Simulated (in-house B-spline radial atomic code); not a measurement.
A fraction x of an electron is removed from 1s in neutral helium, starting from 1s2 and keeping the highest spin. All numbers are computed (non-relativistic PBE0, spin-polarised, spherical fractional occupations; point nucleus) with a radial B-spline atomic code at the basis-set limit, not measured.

Caution: exact exchange at fractional occupations of open shells leaves self-interaction of up to several eV.

```json
{"x": "0", "E(x) - E(0) (eV)": "0.0000", "1s down level (eV)": "-18.220"}
{"x": "0.12", "E(x) - E(0) (eV)": "2.2803", "1s down level (eV)": "-19.788"}
{"x": "0.14", "E(x) - E(0) (eV)": "2.6786", "1s down level (eV)": "-20.052"}
{"x": "0.26", "E(x) - E(0) (eV)": "5.1801", "1s down level (eV)": "-21.641"}
{"x": "0.48", "E(x) - E(0) (eV)": "10.2608", "1s down level (eV)": "-24.535"}
{"x": "0.5", "E(x) - E(0) (eV)": "10.7540", "1s down level (eV)": "-24.792"}
{"x": "0.59", "E(x) - E(0) (eV)": "13.0367", "1s down level (eV)": "-25.927"}
{"x": "0.74", "E(x) - E(0) (eV)": "17.0597", "1s down level (eV)": "-27.671"}
{"x": "0.85", "E(x) - E(0) (eV)": "20.1627", "1s down level (eV)": "-28.685"}
{"x": "0.94", "E(x) - E(0) (eV)": "22.7633", "1s down level (eV)": "-28.928"}
```
